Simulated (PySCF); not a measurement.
# Two-component Hartree-Fock for Ca (calcium, neutral)

Start: [Ar] 4s2. Calculated with PySCF 2.14 in x2c-SVPall-2c (5s5p2d, 30 functions): generalised Hartree-Fock with the X2C-1e Hamiltonian and a Gaussian nucleus; one run each with spin-orbit coupling (SO) switched off, then screened by Boettger's factors.

| spinor shell | electrons | ε, spin-free (eV) | ε, screened SO (eV) | weight of nominal j (screened SO) | rms radius, screened SO (bohr) |
| --- | --- | --- | --- | --- | --- |
| 1s1/2 | 2 | -4083.4 | -4083.4 | 1.000 | 0.0889 |
| 2s1/2 | 2 | -461.46 | -461.46 | 1.000 | 0.393 |
| 2p1/2 | 2 | -371.13 | -373.71 | 1.000 | 0.361 |
| 2p3/2 | 4 | -371.13 | -369.86 | 1.000 | 0.363 |
| 3s1/2 | 2 | -61.554 | -61.554 | 1.000 | 1.24 |
| 3p1/2 | 2 | -36.464 | -36.745 | 1.000 | 1.38 |
| 3p3/2 | 4 | -36.464 | -36.324 | 1.000 | 1.38 |
| 4s1/2 | 2 | -5.331 | -5.331 | 1.000 | 4.52 |

```tsv
quantity	spin-free	screened SO
E (hartree)	-679.53391	-679.53641
M_J	0	0
⟨J²⟩	0.000	0.000
⟨L²⟩	0.000	0.000
⟨S²⟩	0.000	0.000
```

Without spin-orbit coupling the j labels of p, d and f shells carry no meaning; the spin-free column gives the mean over the occupied spinors of each nl shell.
